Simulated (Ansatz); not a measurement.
Input file for Ansatz (a program for electronic structure): U-B3LYP/cc-pVTZ on CH4GeO (SMILES C[O][GeH]), a point of a bond scan (R = 0.874 Å).

Ansatz 0.2 input:
```yaml
crystal:
  periodic: [false, false, false]
  atoms:
    - {symbol: Ge, position_ang: [-0.30918050, -0.44039023, 0.61326825]}
    - {symbol: H, position_ang: [-1.33900548, -0.76161549, -0.60195871]}
    - {symbol: O, position_ang: [0.73619976, 0.65343866, -0.33645061]}
    - {symbol: C, position_ang: [0.60186979, 1.03364415, -1.69533265]}
    - {symbol: H, position_ang: [0.52013642, 1.90276077, -1.74435724]}
    - {symbol: H, position_ang: [1.50211160, 0.74097812, -2.24155643]}
    - {symbol: H, position_ang: [-0.26984991, 0.56371050, -2.16085477]}
basis:
  gaussian:
    orbitals: cc-pVTZ
hamiltonian:
  xc: {name: B3LYP}
magnetization: {spin_polarized: true, initial_magnetization: 0}
```

Program output:

```
WARN ansatz: RAYON_NUM_THREADS=1 ignored (pool sized by the plan → 1); use --threads N
Functional definition: B3LYP
integrals: 0.07 GiB planned
985 factors; their error is unknown
mean field: 0.91 GiB planned
mean field evaluation 1: about -59661.8009 eV, gradient 4.3e1 eV
mean field evaluation 2: about -59614.0810 eV, gradient 1.1e2 eV
mean field evaluation 4: about -59669.1589 eV, gradient 6.5e0 eV
mean field evaluation 8: about -59669.3299 eV, gradient 1.3e-1 eV
mean field evaluation 16: about -59669.4893 eV, gradient 6.9e-5 eV
mean field -59669.48933423 eV, -2192.8132876003 hartree, gradient 3.1e-5 eV, S^2 0.000000; 0 other end points of the search recorded, 0 dependent functions left out
reference -59669.48956049 eV, -2192.8132959153 hartree; 25, 25 occupied and 134, 134 virtual orbitals, 985 factors
Total energy: -59669.48956049 eV, -2192.8132959153 hartree
```

The calculation finished and met its thresholds.

Cost: around 6 core-seconds (rough).
